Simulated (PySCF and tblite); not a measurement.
Results of a calculation; reference values are marked as such.
Stationary points of C4H3BrO3 at PBE0-D3(BJ)/def2-SVP, in Å:

Structure A

```
 1 O     2.230    1.279    0.511
 2 C     1.033    1.232    0.383
 3 C     0.284    0.052   -0.130
 4 C     0.832   -1.119   -0.516
 5 Br    2.627   -1.557   -0.510
 6 C    -1.192    0.219   -0.207
 7 O    -1.769    1.224    0.126
 8 O    -1.833   -0.855   -0.684
 9 H     0.375    2.091    0.647
10 H     0.195   -1.929   -0.878
11 H    -2.776   -0.633   -0.690
```

Structure B

```
 1 O     2.152    1.311    0.712
 2 C     0.965    1.201    0.553
 3 C     0.298   -0.019    0.024
 4 C     0.905   -1.170   -0.347
 5 Br    2.709   -1.528   -0.296
 6 C    -1.161    0.017   -0.114
 7 O    -1.881    1.020    0.183
 8 O    -1.885   -0.933   -0.540
 9 H     0.255    2.026    0.795
10 H     0.296   -1.997   -0.722
11 H    -2.652    0.073   -0.248
```

Structure C

```
 1 O     2.072    1.326    0.526
 2 C     0.892    1.163    0.343
 3 C     0.292   -0.089   -0.187
 4 C     0.979   -1.200   -0.531
 5 Br    2.800   -1.461   -0.440
 6 C    -1.185   -0.191   -0.379
 7 O    -1.825    0.927   -0.018
 8 O    -1.759   -1.159   -0.808
 9 H     0.154    1.966    0.568
10 H     0.422   -2.062   -0.910
11 H    -2.768    0.768   -0.176
```

The path came from a restrained scan, a climbing-image band and a saddle search at GFN2-xTB; energies are BHandHLYP/pcSseg-1 + D3(BJ), IEF-PCM dimethylsulfoxide//PBE0-D3(BJ)/def2-SVP, thermal terms GFN2-xTB.

Question: Which structure is a saddle point, and along which motion?

Answer: B: one imaginary mode (1786i cm⁻¹ at GFN2-xTB, mostly on H11), along the shift of hydrogen on O8 from O8 to O7.

Question: Give their symmetry and energies above the lowest.

Answer: A Cs, 0.0 kcal/mol; B Cs, 40.5 kcal/mol; C Cs, 0.7 kcal/mol.

Tunnelling of the moving H, left out here, will speed the real process. In real samples such hydrogens mostly exchange between molecules or through solvent, far faster than by this path. Spin–orbit effects of heavy atoms on shieldings are missing.
